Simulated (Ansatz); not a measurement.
Consider the isomerisation: `CSC[SiH2]O` → `CO[SiH](C)S`.

Gas-phase electronic energies from Ansatz, PBE0-D4/def2-TZVP geometries. CBS: MP2 limit from def2 TZ/QZ plus the TZ coupled-cluster correction, frozen cores. DFT in def2-TZVPP. B3LYP here is the variant with VWN-RPA as its local correlation; programs differ in this. One conformer a species, not always the lowest.

`CSC[SiH2]O`:

```xyz
13

C    -1.969   -0.102   -0.347
S    -1.041   -0.066    1.193
C     0.502   -0.869    0.680
Si    1.538    0.300   -0.367
O     1.562    1.769    0.372
H    -2.931    0.367   -0.141
H    -1.469    0.452   -1.142
H    -2.141   -1.131   -0.668
H     1.035   -1.082    1.611
H     0.285   -1.830    0.205
H     0.954    0.383   -1.735
H     2.942   -0.167   -0.477
H     0.732    1.975    0.816
```

`CO[SiH](C)S`:

Z-matrix (Å, degrees):
```
C
O 1 1.408
H 1 1.095 2 111.1
H 1 1.097 2 111.5 3 121.5
H 1 1.091 2 108.3 3 -119.3
Si 2 1.640 1 123.7 3 -63.3
S 6 2.147 2 112.5 1 57.5
C 6 1.850 2 106.7 1 176.3
H 6 1.489 2 109.2 1 -60.4
H 7 1.342 6 94.4 2 -88.7
H 8 1.092 6 110.7 2 174.2
H 8 1.092 6 110.2 2 53.8
H 8 1.092 6 110.5 2 -65.7
```

(1) Is it downhill or uphill in electronic energy at CCSD(T)/CBS, and by how much? (Best estimate.)

(2) What do these levels give: r2SCAN-D4, B3LYP-D4, ωB97M-V, B2PLYP, MP2/def2-TZVPP, HF/CBS(def2)? (An estimate is asked.)

Largest T1 diagnostic among the species: 0.011.

Results:

(1) Ansatz gave: Downhill: ΔE = -76.3 kJ/mol.

(2) Computed: r2SCAN-D4 -82.6, B3LYP-D4 -81.6, ωB97M-V -80.2, B2PLYP -81.8, MP2/def2-TZVPP -76.2, HF/CBS(def2) -93.2 kJ/mol.

In def2-TZVPP, CCSD(T) changes the Hartree–Fock value by +13.8 kJ/mol (the triples alone add +2.6 kJ/mol) and MP2 by +17.2 kJ/mol.
